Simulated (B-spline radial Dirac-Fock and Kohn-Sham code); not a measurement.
## X-ray scattering factor of Mn¹⁴⁺

System: the Mn¹⁴⁺ ion, configuration [Ne] 3s1.

The computed values come from a B-spline atomic structure program: Dirac-Fock orbitals of the configuration average with a finite nucleus. f₀ is the Fourier transform of the spherical electron density, S the Waller-Hartree incoherent function, and s = sin θ/λ. The electron scattering factor follows from the Mott-Bethe formula f_e = 0.023934 Å⁻¹·(Z − f₀)/s².

| s (Å⁻¹) | f₀ | S | f_e (Å) |
| --- | --- | --- | --- |
| 0 | 11.000 | 0.000 | – |
| 0.05 | 10.978 | 0.034 | 134.240 |
| 0.1 | 10.913 | 0.133 | 33.716 |
| 0.15 | 10.807 | 0.289 | 15.098 |
| 0.2 | 10.663 | 0.493 | 8.579 |
| 0.25 | 10.485 | 0.731 | 5.558 |
| 0.3 | 10.278 | 0.990 | 3.915 |
| 0.35 | 10.047 | 1.261 | 2.922 |
| 0.4 | 9.797 | 1.534 | 2.274 |
| 0.45 | 9.534 | 1.805 | 1.828 |
| 0.5 | 9.261 | 2.071 | 1.507 |
| 0.6 | 8.701 | 2.587 | 1.084 |
| 0.7 | 8.142 | 3.091 | 0.823 |
| 0.8 | 7.596 | 3.593 | 0.651 |
| 0.9 | 7.070 | 4.094 | 0.530 |
| 1 | 6.564 | 4.587 | 0.441 |
| 1.1 | 6.079 | 5.064 | 0.374 |
| 1.2 | 5.616 | 5.518 | 0.322 |
| 1.4 | 4.758 | 6.341 | 0.247 |
| 1.6 | 4.003 | 7.040 | 0.196 |
| 1.8 | 3.364 | 7.619 | 0.160 |
| 2 | 2.841 | 8.088 | 0.133 |
| 2.5 | 1.979 | 8.894 | 0.088 |
| 3 | 1.544 | 9.382 | 0.062 |
| 3.5 | 1.317 | 9.721 | 0.046 |
| 4 | 1.174 | 9.984 | 0.036 |
| 5 | 0.960 | 10.374 | 0.023 |
| 6 | 0.772 | 10.627 | 0.016 |

f₀ starts at the number of electrons, 11, and has fallen to half at s ≈ 1.23 Å⁻¹. The sum of ⟨r²⟩ over the electrons is 1.192 bohr². For an ion f_e diverges as s goes to zero, because of the net charge.
